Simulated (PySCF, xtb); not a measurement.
H₆OSi₂Te, SMILES [SiH3]O[Te][SiH3].

xtb with GFN2-xTB at its own geometry gives an orbital gap of 2.90 eV and a dipole moment of 2.04 D.

Geometry: B3LYP-D3(BJ)/def2-SVP. The structure was generated by enumeration, and PubChem lists no compound with its InChIKey, so it may never have been made. The def2 effective core potentials stand for the cores of Te; spin–orbit coupling is left out. The values are those of a single conformer.

Task: What does ωB97X/def2-TZVP in PySCF give? (An estimate is asked for; the answer gives what the named calculation found.)

Result: gap 8.38 eV (levels -8.69 and -0.31 eV), dipole 1.73 D.
